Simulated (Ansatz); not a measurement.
A nudged elastic band was laid between two geometries of C3H9AlSeSi (15 atoms, charge 0, multiplicity 1).

Theory: RHF/def2-SVP in Ansatz 0.2.0.

```yaml
movable_images: 5
climbing_image: yes
spring: 5.0 eV/Å²
optimiser: fire
start_path: IDPP
force_threshold: 0.03 eV/Å
iteration_limit: 60
end_points: relaxed
largest_step: 0.02 Å
```

First end point:

```xyz
15
Properties=species:S:1:pos:R:3
C 1.470 -1.564 0.442
C 0.423 -0.983 -0.504
C -0.243 0.300 -0.037
Se -1.286 0.155 1.680
Al 0.037 2.133 0.695
Si -1.237 1.519 -1.157
H 1.933 -2.453 0.009
H 1.028 -1.857 1.397
H 2.260 -0.838 0.647
H 0.906 -0.745 -1.457
H -0.326 -1.748 -0.732
H -2.670 0.263 1.226
H 0.995 2.948 1.629
H -2.696 1.271 -1.302
H -0.617 1.550 -2.507
```

Last end point:

```xyz
15
Properties=species:S:1:pos:R:3
C 1.283 -1.671 0.606
C 0.257 -1.095 -0.367
C -0.205 0.322 -0.072
Se -1.132 0.575 1.697
Al 0.360 2.187 0.352
Si -1.110 1.487 -1.316
H 2.170 -1.036 0.662
H 1.600 -2.667 0.288
H 0.871 -1.764 1.613
H 0.701 -1.067 -1.367
H -0.598 -1.775 -0.439
H -2.519 0.808 1.304
H 1.482 2.990 1.098
H -2.595 1.422 -1.348
H -0.587 1.235 -2.683
```

**Question.** Which bonds break or form, and what moves?

**Answer.** No bond is made or broken. The dihedral H9–C1–C2–C3 goes from -57 to 64°. The two ends are copies of one structure, up to a mirror image or an exchange of like atoms.

**Question.** Give the energies along the band, and the barrier.

**Answer.** The forces met the threshold. The highest image is number 3 of 0 to 6, 0.158 eV above the ends, which have the same energy within 2 meV. Another band between the same ends (5 images) ends at a top of the same energy, where a vibrational analysis finds 1 clearly imaginary mode.

| image | path coordinate (Å) | energy (eV) | dihedral H9–C1–C2–C3 (°) |
| --- | --- | --- | --- |
| 0 | 0.00 | 0.000 | -57 |
| 1 | 0.59 | 0.039 | -38 |
| 2 | 1.19 | 0.119 | -18 |
| 3 | 1.78 | 0.158 | 3 |
| 4 | 2.38 | 0.114 | 24 |
| 5 | 2.97 | 0.035 | 44 |
| 6 | 3.57 | 0.000 | 64 |

**Question.** What is the geometry of the highest image?

**Answer.** 
```xyz
15
Properties=species:S:1:pos:R:3
C 1.314 -1.672 0.597
C 0.270 -1.084 -0.373
C -0.209 0.327 -0.071
Se -1.144 0.554 1.700
Al 0.324 2.196 0.365
Si -1.135 1.484 -1.308
H 2.260 -1.874 0.090
H 0.974 -2.612 1.035
H 1.535 -0.993 1.423
H 0.700 -1.040 -1.377
H -0.584 -1.763 -0.452
H -2.535 0.764 1.305
H 1.434 3.011 1.115
H -2.618 1.400 -1.341
H -0.609 1.250 -2.678
```

The run took 9.1 min on 2 threads of Arm Neoverse V2, with other jobs on the host, peak memory 0.5 GiB.
